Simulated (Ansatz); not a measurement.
`[OH][Ti]([OH])([OH])[Cl]` at its PBE0-D4/def2-TZVP geometry, where that method's forces vanish. Total charge 0; spin multiplicity 1.

```xyz
8

O    -1.4366   -0.0756   -0.9215
Ti    0.1495    0.1303   -0.1407
O     0.1302    1.6549    0.7893
O     0.5116   -1.2235    0.9577
Cl    1.7080    0.1840   -1.7204
H    -1.7311   -0.4645   -1.7461
H     0.5537    1.8660    1.6235
H     0.1147   -2.0715    1.1581
```

Question: What forces (eV/Å) does PBE-D4/def2-TZVPP give on these atoms in the Gaussian-basis code of Ansatz? (Estimate.)

Answer: Ansatz gave: 
```
O1  -0.409  0.164  0.140
Ti2  0.232 -0.047 -0.235
O3  -0.239  0.447 -0.088
O4   0.331 -0.048  0.276
Cl5  0.210  0.010 -0.201
H6  -0.141 -0.205 -0.397
H7   0.212  0.097  0.406
H8  -0.197 -0.418  0.099
```
